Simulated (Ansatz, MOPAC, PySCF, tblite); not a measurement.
Intermolecular potential of BF3 ··· CH3Br (SMILES FB(F)F and CBr), singlet. Monomers: optimised at B3LYP-D3(BJ) (def2-TZVP), held rigid. Orientation: a higher rigid-body minimum at GFN2-xTB. Only R, the distance of the centres of mass, is varied, so the lowest point isn't the relaxed dimer.

Geometry at R = 2.99 Å (first 4 atoms: monomer A):
```
9

F      1.1568    -0.6200     0.0896
B      0.0000     0.0001    -0.0002
F     -0.0416     1.3148    -0.0235
F     -1.1152    -0.6949    -0.0659
C     -1.5409     1.3765    -3.0447
Br    -0.1248     0.0294    -2.9378
H     -2.4670     0.8621    -3.2756
H     -1.2726     2.0738    -3.8303
H     -1.5964     1.8720    -2.0819
```

Computed with: GFN2-xTB (tblite); PM7, restricted, heats of formation (MOPAC); RHF/6-31G* = restricted Hartree-Fock/6-31G*, spherical d, no counterpoise correction (PySCF); CCSD(T)/aug-cc-pVDZ = CCSD(T) on RHF/aug-cc-pVDZ, cores with 3d frozen, counterpoise-corrected (Ansatz, an electronic-structure program).

Interaction energies in kcal/mol; the last columns give the difference from CCSD(T):

```
R / Å  GFN2-xTB    PM7  RHF/6-31G*  CCSD(T)/aug-cc-pVDZ  GFN2-xTB − CCSD(T)/aug-cc-pVDZ  PM7 − CCSD(T)/aug-cc-pVDZ  RHF/6-31G* − CCSD(T)/aug-cc-pVDZ
-----  --------  -----  ----------  -------------------  ------------------------------  -------------------------  --------------------------------
2.45       3.91   6.86       19.65                16.46                          -12.55                      -9.61                              3.19
2.65      -1.41   1.89        8.86                 6.50                           -7.91                      -4.61                              2.36
2.82      -3.09  -0.01        3.75                 1.96                           -5.05                      -1.97                              1.78
2.99      -3.44  -0.86        0.87                -0.45                           -2.99                      -0.40                              1.32
3.15      -3.25  -1.18       -0.59                -1.58                           -1.67                       0.40                              0.99
3.34      -2.80  -1.28       -1.38                -2.09                           -0.71                       0.82                              0.71
3.64      -2.10  -1.21       -1.59                -2.05                           -0.05                       0.84                              0.46
3.95      -1.57  -1.11       -1.33                -1.65                            0.09                       0.54                              0.33
4.48      -0.98  -0.95       -0.81                -0.99                            0.01                       0.04                              0.19
5.16      -0.55  -0.62       -0.42                -0.50                           -0.05                      -0.13                              0.07
6.11      -0.25  -0.32       -0.19                -0.21                           -0.04                      -0.11                              0.02
7.51      -0.09  -0.10       -0.08                -0.08                           -0.02                      -0.03                              0.00
```

GFN2-xTB is furthest from CCSD(T)/aug-cc-pVDZ at 2.45 (-12.55 kcal/mol, below); its mean absolute difference over the points is 2.59 kcal/mol.

PM7 is furthest from CCSD(T)/aug-cc-pVDZ at 2.45 (-9.61 kcal/mol, below); its mean absolute difference over the points is 1.63 kcal/mol.

RHF/6-31G* is furthest from CCSD(T)/aug-cc-pVDZ at 2.45 (3.19 kcal/mol, above); its mean absolute difference over the points is 0.95 kcal/mol.
